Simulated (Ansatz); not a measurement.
Relaxation of C2H4OSi (8 atoms, charge 0, multiplicity 1), to a largest force component of 0.02 eV/Å in at most 50 steps.

All numbers below come from Ansatz 0.2.0, RKS B3LYP/def2-SVP.

```xyz
8
Properties=species:S:1:pos:R:3
O 1.765 1.797 -0.426
C 0.780 1.089 -0.493
C 0.480 0.001 0.387
Si -0.970 -1.009 0.258
H 0.021 1.262 -1.287
H 1.595 1.037 0.229
H -1.285 -2.118 1.148
H -2.006 -0.842 -0.754
```

Problem. Where does it end, and by what steps?

Solution. It converged. After 13 steps the energy has fallen by 4.523 eV; H8 moved furthest, 1.35 Å. The start is strongly strained (largest force component 13 eV/Å), so its close contacts needn't be bonds. Parted: C2–H6 (1.09 → 1.89 Å).

```csv
step,energy less start (eV),largest force component (eV/Å),accepted
0,0.0000,13.008,yes
1,-1.6619,6.090,yes
2,-2.6008,2.333,yes
3,-3.0585,1.498,yes
4,-3.3935,2.032,yes
5,-3.6859,1.907,yes
6,-3.8721,1.235,yes
7,-4.1502,0.986,yes
8,-4.3640,0.496,yes
9,-4.4682,0.280,yes
10,-4.5038,0.269,yes
11,-4.5169,0.238,yes
12,-4.5232,0.042,yes
13,-4.5233,0.018,yes
```

```xyz
8
Properties=species:S:1:pos:R:3
O 1.853 1.487 -0.371
C 0.507 1.358 -0.346
C -0.181 0.245 -0.132
Si -1.073 -1.156 0.131
H 0.027 2.328 -0.535
H 2.239 0.613 -0.202
H -1.504 -1.595 1.480
H -1.486 -2.065 -0.965
```

Whether the end is a true minimum wasn't checked by a vibrational analysis.

The run took 91 s on 1 thread of Intel(R) Xeon(R) Processor @ 2.50GHz (Skylake/Cascade Lake), on a shared host, peak memory 0.16 GiB.
